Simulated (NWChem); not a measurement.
# Correlation energy of CClF$_{2}$

```xyz
4

F      1.0532    -0.0780    -1.0793
C      0.4266     0.3236     0.0000
F      1.0532    -0.0780     1.0793
Cl    -1.2657    -0.0316     0.0000
```
Charge 0, spin multiplicity 2.

The numbers come from NWChem runs, not from measurements. Structure: optimised with UPBE0/def2-SVP, a minimum by its harmonic frequencies.

Basis set: cc-pVDZ. Each correlation energy counts from its own Hartree-Fock reference.

The correlated methods keep 8 core orbitals frozen. The structure started from a generated list of species. The unpaired electrons of the parent sit in orbitals of symmetry a' (Cs labels of the run); other states weren't searched. No SCF solution was tested for a lower state. Open-shell Hartree-Fock references start from PBE0 orbitals. No row is a measurement; the coupled-cluster row has its own basis-set and correlation limits.

Q: Order these methods by the correlation energy they give, lowest first: URI-MP2, SCS-UMP2, CCSD on ROHF, CCSD[T] on ROHF, CCSD(T) on ROHF.

A: CCSD[T] on ROHF (-653.5 mHa), CCSD(T) on ROHF (-651.8 mHa), CCSD on ROHF (-637.4 mHa), URI-MP2 (-614.1 mHa), SCS-UMP2 (-588.5 mHa)
